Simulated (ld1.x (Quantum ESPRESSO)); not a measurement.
## Cutoff test, germanium, TM

```
Element                 : germanium
Generator               : ld1.x (Quantum ESPRESSO) 7.5
Type                    : norm-conserving Troullier–Martins (Kleinman–Bylander form)
Functional              : LDA (PZ)
Relativity              : scalar-relativistic
Frozen core             : [Ar] 3d10
Valence charge          : 4
Reference configuration : 4s2 4p2
Partial waves           : 4p (bound): rc 1.95 bohr; 4s (bound): rc 1.35 bohr
Local potential         : the s channel
Core correction         : none
```

The pseudo-atom Hamiltonian at the reference potential is diagonalised in spherical Bessel functions j_l(qr) that vanish at 20 bohr, with q² up to the cutoff. All-electron valence levels (Ry): 4p -0.2978, 4s -0.8782.

**Question.** How do the lowest levels (Ry) of each channel move with the cutoff, and are there ghosts?

**Answer.**

```json
{"cutoff (Ry)": "8", "p #1": "-0.2855", "p #2": "0.0280", "s #1": "-0.8237", "s #2": "-0.0281", "d #1": "0.0556", "f #1": "0.1099", "f #2": "0.2346", "Σ f·Δε (mRy)": "133.7"}
{"cutoff (Ry)": "15", "p #1": "-0.2962", "p #2": "0.0270", "s #1": "-0.8507", "s #2": "-0.0303", "d #1": "0.0556", "f #1": "0.1099", "f #2": "0.2346", "Σ f·Δε (mRy)": "58.4"}
{"cutoff (Ry)": "21", "p #1": "-0.2976", "p #2": "0.0268", "s #1": "-0.8538", "s #2": "-0.0306", "d #1": "0.0556", "f #1": "0.1099", "f #2": "0.2346", "Σ f·Δε (mRy)": "49.3"}
{"cutoff (Ry)": "35", "p #1": "-0.2978", "p #2": "0.0268", "s #1": "-0.8722", "s #2": "-0.0320", "d #1": "0.0556", "f #1": "0.1099", "f #2": "0.2346", "Σ f·Δε (mRy)": "12.2"}
{"cutoff (Ry)": "45", "p #1": "-0.2978", "p #2": "0.0268", "s #1": "-0.8754", "s #2": "-0.0323", "d #1": "0.0556", "f #1": "0.1099", "f #2": "0.2346", "Σ f·Δε (mRy)": "5.7"}
{"cutoff (Ry)": "60", "p #1": "-0.2978", "p #2": "0.0268", "s #1": "-0.8760", "s #2": "-0.0323", "d #1": "0.0556", "f #1": "0.1099", "f #2": "0.2346", "Σ f·Δε (mRy)": "4.5"}
{"cutoff (Ry)": "80", "p #1": "-0.2978", "p #2": "0.0268", "s #1": "-0.8776", "s #2": "-0.0324", "d #1": "0.0556", "f #1": "0.1099", "f #2": "0.2346", "Σ f·Δε (mRy)": "1.2"}
{"cutoff (Ry)": "110", "p #1": "-0.2978", "p #2": "0.0268", "s #1": "-0.8779", "s #2": "-0.0325", "d #1": "0.0556", "f #1": "0.1099", "f #2": "0.2346", "Σ f·Δε (mRy)": "0.6"}
{"cutoff (Ry)": "400", "p #1": "-0.2978", "p #2": "0.0268", "s #1": "-0.8782", "s #2": "-0.0325", "d #1": "0.0556", "f #1": "0.1099", "f #2": "0.2346", "Σ f·Δε (mRy)": "0.0"}
```

Result: no extra level below or beside the all-electron valence levels (p, s, d, f tested); 10 mRy is reached at 40 Ry and 1 mRy at 90 Ry.
